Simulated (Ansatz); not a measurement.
Geometry optimisation, DFT PBEsol, scalar-relativistic, plane waves, PAW (Ansatz 0.2.0).

Input:

```yaml
crystal:
  lattice:
    - [0.0, 5.43, 5.43]
    - [5.43, 0.0, 5.43]
    - [5.43, 5.43, 0.0]
  atoms:
    - { symbol: Si, position: [0.0, 0.0, 0.0] }
    - { symbol: Si, position: [0.125, 0.125, 0.125] }
    - { symbol: Si, position: [0.0, 0.0, 0.5] }
    - { symbol: Si, position: [0.125, 0.125, 0.625] }
    - { symbol: Si, position: [0.0, 0.5, 0.0] }
    - { symbol: Si, position: [0.125, 0.625, 0.125] }
    - { symbol: Si, position: [0.0, 0.5, 0.5] }
    - { symbol: Si, position: [0.125, 0.625, 0.625] }
    - { symbol: Si, position: [0.5, 0.0, 0.0] }
    - { symbol: Si, position: [0.625, 0.125, 0.125] }
    - { symbol: Si, position: [0.5, 0.0, 0.5] }
    - { symbol: Si, position: [0.625, 0.125, 0.625] }
    - { symbol: Si, position: [0.5, 0.5, 0.0] }
    - { symbol: Si, position: [0.625, 0.625, 0.125] }
    - { symbol: Si, position: [0.5, 0.5, 0.5] }
    - { symbol: Si, position: [0.625, 0.625, 0.625] }
    - { symbol: Ge, position: [0.32332497, 0.30512903, 0.80557663] }
basis:
  ecutwfc: 420.0
kpoints:
  mp_grid: { grid: [2, 2, 2] }
hamiltonian:
  xc: pbesol
  pseudopotentials: { kind: paw, azcp: { folder: soft_1 } }
scf:
  occupations: { method: gaussian, width: 0.02 }
  lower_state_search: "off"
relax:
  f_tol: 0.03
  max_steps: 60
  adjacent_minimum: "off"
```

Launched with:

```bash
$ ansatz run input.yaml --threads 1 --pin off --max-ram 3072MiB --backend cpu --events-out ev --progress --plain --runs-dir out
```

**Question.** Where does it end, and by what steps?

**Answer.** It converged. The force dipped under the threshold on the way, but the program's further checks kept it going. Limits of this set-up: coarse k mesh, PAW files made for another functional. After 7 steps the energy has fallen by 1.631 eV; Si4 moved furthest, 0.50 Å.

| step | energy less start (eV) | largest force component (eV/Å) | accepted |
| --- | --- | --- | --- |
| 0 | 0.0000 | 3.733 | yes |
| 1 | -1.1978 | 1.463 | yes |
| 2 | -1.5771 | 0.214 | yes |
| 3 | -1.6118 | 0.165 | yes |
| 4 | -1.6172 | 0.091 | yes |
| 5 | -1.6270 | 0.092 | yes |
| 6 | -1.6311 | 0.016 | yes |
| 7 | -1.6311 | 0.016 | yes |

```xyz
17
Lattice="0.0000 5.4300 5.4300 5.4300 0.0000 5.4300 5.4300 5.4300 0.0000" Properties=species:S:1:pos:R:3
Si 0.088 0.094 -0.025
Si 1.482 1.488 1.230
Si 2.975 2.981 0.266
Si 4.354 4.361 1.645
Si 2.836 -0.126 2.589
Si 4.093 1.267 3.982
Si 5.518 2.690 2.809
Si 6.912 3.945 4.203
Si -0.132 2.842 2.587
Si 1.260 4.099 3.980
Si 2.684 5.525 2.810
Si 3.940 6.918 4.203
Si 2.426 2.433 5.148
Si 3.806 3.812 6.527
Si 5.298 5.302 5.557
Si 6.690 6.695 6.814
Ge 6.099 6.104 3.389
```

Whether the end is a true minimum wasn't checked by a vibrational analysis.

The run took 47 s on 1 thread of Arm Neoverse V1, with other jobs on the host, peak memory 0.54 GiB.
